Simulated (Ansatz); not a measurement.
C2H4OSi can be A, `C1=C[SiH2]O1`, or B, `OC#C[SiH3]`.

Computed with Ansatz on PBE0-D4/def2-TZVP structures; ΔE is electronic, products minus reactants. CBS: MP2 limit from def2 TZ/QZ plus the TZ coupled-cluster correction, frozen cores. DFT in def2-TZVPP. B3LYP here is the variant with VWN-RPA as its local correlation; programs differ in this. Each species was taken in one conformer, which may not be the lowest.

A:

Z-matrix (Å, degrees):
```
Si
C 1 1.829
C 1 2.140 2 38.6
O 1 1.715 2 78.6 3 -0.0
H 1 1.483 2 120.2 3 108.9
H 1 1.483 2 120.2 3 -108.9
H 2 1.076 1 148.0 3 -180.0
H 3 1.087 1 169.4 2 -180.0
```

B:

```xyz
8

O     0.3679    2.4690    1.2171
C     0.1905    1.3167    0.6519
C    -0.0375    0.2368    0.1598
Si   -0.3656   -1.3792   -0.5826
H     1.2042    2.8600    0.9357
H    -1.5848   -1.3236   -1.4289
H     0.7891   -1.7769   -1.4280
H    -0.5639   -2.4028    0.4750
```

(1) Which is lower in electronic energy at CCSD(T)/CBS, and by how much? (An estimate is asked.)

(2) Give E(B) − E(A) in kJ/mol with PBE0-D4, B3LYP-D4, ωB97M-V, CCSD(T)/def2-TZVPP, CCSD(T)/def2-SVP, r2SCAN-D4, B2PLYP. (Best estimate.)

(3) Does the order hold for the free energy at 298.15 K (harmonic terms from PBE0-D4)? (Estimate.)

Largest T1 diagnostic: 0.014.

## Answers

(1) Ansatz gave: A, by 152.6 kJ/mol.

(2) The calculation gave: PBE0-D4 158.4, B3LYP-D4 141.4, ωB97M-V 155.8, CCSD(T)/def2-TZVPP 149.6, CCSD(T)/def2-SVP 129.4, r2SCAN-D4 156.3, B2PLYP 142.4. None reverses the order clearly.

(3) Computed: Yes: G(B) − G(A) = +132.3 kJ/mol, for one conformer each. Modes under 60 cm⁻¹, often nearly free rotors, make the harmonic entropy too high.

From PBE to PBE0 (25 % exact exchange), in def2-TZVPP and without D4, E(B) − E(A) moves by +7.6 kJ/mol. The D4 term adds +3.5 kJ/mol with B3LYP and +1.6 kJ/mol with PBE0; it sums over pairs of atoms, weighted by their polarisabilities, and B3LYP, whose exchange is more repulsive, gets the larger term.
